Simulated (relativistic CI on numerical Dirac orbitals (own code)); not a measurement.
## Tm4+ (4f11) in a crystal field

Calculated by Dirac-Coulomb-Breit CI, orbitals from a KLI potential per configuration, a model potential for QED, valence Slater integrals scaled by 0.8, one configuration in a parametric crystal field (own radial code).

Field parameters in Wybourne normalisation; cubic f-shell fields have B⁴₄ = √(5/14) B⁴₀ and B⁶₄ = −√(7/2) B⁶₀. The field is a parameter set, without covalency.

S and J are read from ⟨S²⟩ = S(S + 1) and ⟨J²⟩ = J(J + 1) of each level; they are not fictitious spins.

D3h, B20 = 510, B40 = 340, B60 = -1080, B66 = 100 cm⁻¹, the lowest 10 levels:

```tsv
E (cm⁻¹)	Degeneracy	S	J
0.0	2	1.47	7.50
57.6	2	1.47	7.50
90.1	2	1.47	7.50
183	2	1.47	7.50
221	2	1.47	7.50
258	2	1.47	7.50
319	2	1.47	7.50
450	2	1.47	7.50
7708	2	1.49	6.50
7726	2	1.49	6.50
```

Principal g values of the ground doublet: 4.21, 4.21, 7.52.

D4h, B20 = -100, B40 = 1850, B44 = 460, B60 = 430, B64 = 1240 cm⁻¹, the lowest 16 levels:

| E (cm⁻¹) | Degeneracy | Irrep | S | J |
| --- | --- | --- | --- | --- |
| 0.0 | 2 | Γ7 | 1.47 | 7.50 |
| 94.3 | 2 | Γ7 | 1.47 | 7.50 |
| 205 | 2 | Γ6 | 1.47 | 7.50 |
| 260 | 2 | Γ6 | 1.47 | 7.50 |
| 457 | 2 | Γ6 | 1.47 | 7.50 |
| 462 | 2 | Γ7 | 1.47 | 7.50 |
| 670 | 2 | Γ7 | 1.47 | 7.50 |
| 705 | 2 | Γ6 | 1.47 | 7.50 |
| 7811 | 2 | Γ7 | 1.49 | 6.50 |
| 7836 | 2 | Γ6 | 1.49 | 6.50 |
| 7911 | 2 | Γ6 | 1.49 | 6.50 |
| 7911 | 2 | Γ7 | 1.49 | 6.50 |
| 8031 | 2 | Γ6 | 1.49 | 6.49 |
| 8048 | 2 | Γ7 | 1.49 | 6.49 |
| 8126 | 2 | Γ7 | 1.49 | 6.50 |
| 11647 | 2 | Γ6 | 1.32 | 5.50 |

Principal g values of the ground doublet: 6.34, 6.34, 7.35.

D3d, B20 = 1350, B40 = 1730, B43 = 480, B60 = 1060, B63 = 850, B66 = 840 cm⁻¹, the lowest 16 levels:

```tsv
E (cm⁻¹)	Degeneracy	Irrep	S	J
0.0	2	Γ4	1.47	7.50
142	2	Γ5+Γ6	1.47	7.50
200	2	Γ4	1.47	7.50
334	2	Γ4	1.47	7.50
414	2	Γ4	1.47	7.50
476	2	Γ5+Γ6	1.47	7.50
639	2	Γ4	1.47	7.50
949	2	Γ5+Γ6	1.47	7.50
7834	2	Γ4	1.49	6.50
7875	2	Γ5+Γ6	1.49	6.50
7918	2	Γ4	1.49	6.49
7955	2	Γ4	1.49	6.50
7989	2	Γ5+Γ6	1.49	6.50
8030	2	Γ4	1.49	6.49
8333	2	Γ4	1.49	6.50
11679	2	Γ4	1.32	5.50
```

Principal g values of the ground doublet: 3.28, 8.05, 8.05.

D3h, B20 = 1160, B40 = -890, B60 = -1250, B66 = 1040 cm⁻¹, the lowest 10 levels:

```json
{"E (cm⁻¹)": "0.0", "Degeneracy": "2", "S": "1.47", "J": "7.50"}
{"E (cm⁻¹)": "130", "Degeneracy": "2", "S": "1.47", "J": "7.50"}
{"E (cm⁻¹)": "308", "Degeneracy": "2", "S": "1.47", "J": "7.50"}
{"E (cm⁻¹)": "351", "Degeneracy": "2", "S": "1.47", "J": "7.50"}
{"E (cm⁻¹)": "436", "Degeneracy": "2", "S": "1.47", "J": "7.50"}
{"E (cm⁻¹)": "532", "Degeneracy": "2", "S": "1.47", "J": "7.50"}
{"E (cm⁻¹)": "663", "Degeneracy": "2", "S": "1.47", "J": "7.50"}
{"E (cm⁻¹)": "817", "Degeneracy": "2", "S": "1.47", "J": "7.50"}
{"E (cm⁻¹)": "7846", "Degeneracy": "2", "S": "1.49", "J": "6.50"}
{"E (cm⁻¹)": "7891", "Degeneracy": "2", "S": "1.49", "J": "6.50"}
```

Principal g values of the ground doublet: 1.62, 8.88, 8.88.

Oh, B40 = -2940, B60 = -660 cm⁻¹, the lowest 10 levels:

| E (cm⁻¹) | Degeneracy | Irrep | S | J |
| --- | --- | --- | --- | --- |
| 0.0 | 4 | Γ8 | 1.47 | 7.50 |
| 229 | 2 | Γ6 | 1.47 | 7.50 |
| 588 | 4 | Γ8 | 1.47 | 7.50 |
| 746 | 4 | Γ8 | 1.47 | 7.50 |
| 863 | 2 | Γ7 | 1.47 | 7.50 |
| 7814 | 2 | Γ7 | 1.49 | 6.50 |
| 7887 | 4 | Γ8 | 1.49 | 6.49 |
| 8179 | 4 | Γ8 | 1.49 | 6.49 |
| 8233 | 2 | Γ7 | 1.49 | 6.50 |
| 8266 | 2 | Γ6 | 1.49 | 6.50 |

The next free-ion level lies 7598 cm⁻¹ above the lowest; the field splits the ground level into components whose J stays near 15/2 as long as their spread is small against that gap.

Levels of this model without a field, named by their leading LS term (the scale mimics covalency, so terms lie below those of the real free ion): 4I°_15/2 0, 4I°_13/2 7598, 4I°_11/2 11340, 4I°_9/2 13309, 4F°_9/2 17304, 4S°_3/2 20792, 2H°_11/2 20928, 4F°_7/2 23499 cm⁻¹.
